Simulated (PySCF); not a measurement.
Ga(Me)(OH)2 (CH₅GaO₂), SMILES [CH3][Ga]([OH])[OH].

The structure is a stationary point at B3LYP-D3(BJ)/def2-SVP. The structure was generated by enumeration; whether it is a known compound was not checked. The values are those of a single conformer.

Two levels are set side by side: TDA-PBE/def2-SVPD (PySCF) and TDA-M06-2X/def2-SVPD (PySCF). Vertical, same geometry. The lowest singlet is HOMO→LUMO 100 % with PBE and HOMO−1→LUMO 80 % with the other functional; states are paired by order. Differences are taken from unrounded values.

```csv
quantity,TDA-M06-2X
lowest singlet excitation (eV),7.01
lowest triplet excitation (TDA) (eV),6.51
first bright state (f over 0.05) (eV),7.21
its oscillator strength,0.17
```

Q: What does TDA-PBE give, and how far is it from TDA-M06-2X? (An estimate is asked for; the answer gives what the named calculation found.)

A: 
```
quantity                               TDA-PBE  TDA-PBE minus TDA-M06-2X
-------------------------------------  -------  ------------------------
lowest singlet excitation (eV)            5.58                     -1.44
lowest triplet excitation (TDA) (eV)      5.36                     -1.15
first bright state (f over 0.05) (eV)     6.22                     -0.99
its oscillator strength                   0.12                     -0.05
```

Functionals without exact exchange tend to place singlet excitations lower, as here. Differences between two approximate levels are no errors against the true value.

Rough cost on one machine, each run with all the roots and properties that it gave: TDA-M06-2X against TDA-PBE about 8 times.
